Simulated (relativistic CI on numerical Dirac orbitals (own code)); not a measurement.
## Hg LXI: q coefficients and field-shift factors

Method of calculation: Dirac-Coulomb-Breit CI, KLI orbitals optimised for each configuration, derivatives by finite differences, unscaled Slater integrals, QED left out (own radial code, finite nucleus).

Configuration list (outside the closed core [Ne]): 3s2.3p6.3d2, 3s2.3p5.3d3, 3s.3p6.3d3, 3s2.3p6.3d.4s, 3s2.3p6.3d.4p, 3s2.3p6.4s2. Double excitations out of closed p, d and f shells are left out; levels of such configurations are missing from the list, as are those of other unlisted configurations, and high levels can miss mixing partners.

With x = (α/α₀)² − 1 an excitation energy changes as ω = ω₀ + qx; K = 2q/ω₀ is the relative enhancement. Terms are leading LS components, so labels can repeat. The field-shift factor is F = δν/δ⟨r²⟩ for the transition from the lowest level.

Lowest level 3s2.3p6.3d2 3F_2.

```
            Level  ω₀ (cm⁻¹)   q (cm⁻¹)      K  F (GHz/fm²)
 3s2.3p6.3d2 3P_0     219930      25210  0.229         1.53
 3s2.3p6.3d2 3F_3     847286     896600   2.12           31
 3s2.3p6.3d2 3P_2     942651     897600    1.9         29.7
 3s2.3p6.3d2 1G_4     972918     896300   1.84         31.5
 3s2.3p6.3d2 3P_1     989260     911200   1.84         29.7
 3s2.3p6.3d2 3F_4    1768046  1.788e+06   2.02         61.5
 3s2.3p6.3d2 1D_2    1846902  1.804e+06   1.95         60.6
 3s2.3p6.3d2 1S_0    2073513  1.802e+06   1.74         63.9
3s2.3p5.3d3 3D°_2    2449522     188400  0.154         36.5
3s2.3p5.3d3 5D°_1    2500450     216300  0.173         37.2
3s2.3p5.3d3 5D°_0    2533471     200400  0.158         37.2
3s2.3p5.3d3 3F°_3    2544085     180800  0.142         36.9
3s2.3p5.3d3 5F°_3    3212131  1.071e+06  0.667         66.4
3s2.3p5.3d3 5G°_4    3263845   1.07e+06  0.656         66.9
3s2.3p5.3d3 5S°_2    3278198  1.077e+06  0.657         66.4
3s2.3p5.3d3 5D°_2    3306690  1.091e+06   0.66         66.8
3s2.3p5.3d3 5D°_1    3321775  1.083e+06  0.652         65.2
3s2.3p5.3d3 3G°_5    3337717  1.061e+06  0.636         67.3
3s2.3p5.3d3 3H°_6    3340765  1.038e+06  0.621         66.9
3s2.3p5.3d3 3G°_3    3347193  1.073e+06  0.641         66.9
3s2.3p5.3d3 3P°_0    3348574  1.069e+06  0.639         66.1
3s2.3p5.3d3 3F°_4    3355419  1.064e+06  0.634         67.2
3s2.3p5.3d3 3G°_4    3411509  1.065e+06  0.624         67.6
```

At this charge energies of transitions that change n are usually good to better than 1 %, and those within a shell (Δn = 0) to a few per cent.
